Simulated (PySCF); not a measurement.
Species: C₅H₆F₂.
SMILES with atom numbers: `[CH2:1]=[CH:2]/[CH:3]=[CH:4]/[CH:5]([F:6])[F:7]` (hydrogens: H8, H9 on C1; H10 on C2; H11 on C3; H12 on C4; H13 on C5)

Method used: core-valence-separated Tamm–Dancoff BHandHLYP/aug-pcX-1 (pcseg-1 on H) in PySCF, non-relativistic, gas phase, PBE0-D3(BJ)/def2-SVP geometry.

Computed fluorine K-edge spectrum, Gaussian lines of 0.5 eV full width, highest printed point 100; it ends one width below the last computed root. The energies are unshifted.

```csv
photon energy (eV),absorption
684.7,1
684.8,2
684.9,8
685.0,19
685.1,38
685.2,60
685.3,77
685.4,79
685.5,66
685.6,49
685.7,37
685.8,36
685.9,42
686.0,45
686.1,42
686.2,33
686.3,27
686.4,29
686.5,42
686.6,59
686.7,74
686.8,79
686.9,77
687.0,75
687.1,80
687.2,89
687.3,99
687.4,100
687.5,92
687.6,78
687.7,67
687.8,61
687.9,59
```

Question: Where are the maxima, and which lines make them up?

Answer: 4 maxima:
- 685.4 eV: F6 (fluorine of a CF2 group), 685.36 eV, f = 0.018, 100 % of the height at the exact maximum
- 686.0 eV: F7 (fluorine of a CF2 group), 686.01 eV, f = 0.010, 98 % of the height at the exact maximum
- 686.8 eV: F7 (fluorine of a CF2 group), 686.73 eV, f = 0.015, 78 % of the height at the exact maximum; F6 (fluorine of a CF2 group), 687.05 eV, f = 0.007, 19 % of the height at the exact maximum
- 687.4 eV: F7 (fluorine of a CF2 group), 687.34 eV, f = 0.013, 54 % of the height at the exact maximum; F6 (fluorine of a CF2 group), 687.48 eV, f = 0.009, 32 % of the height at the exact maximum

Further lines of some strength in the range: F6, 687.81 eV, f = 0.004; F7, 687.85 eV, f = 0.003.

Roots within 0.03 eV on the same or equivalent atoms count as one line; shares under 12 % aren't listed.

Vibrational structure and lifetime widths aren't in the curve. The ionisation threshold wasn't computed; near and above it a finite basis only mimics Rydberg series and continuum.

Conformer computed: `[CH2:1]=[CH:2]/[CH:3]=[CH:4]/[CH:5]([F:6])[F:7]`: C1–C2–C3–C4 180°, C3–C4–C5–F6 -127°.

One conformer stands for the species.
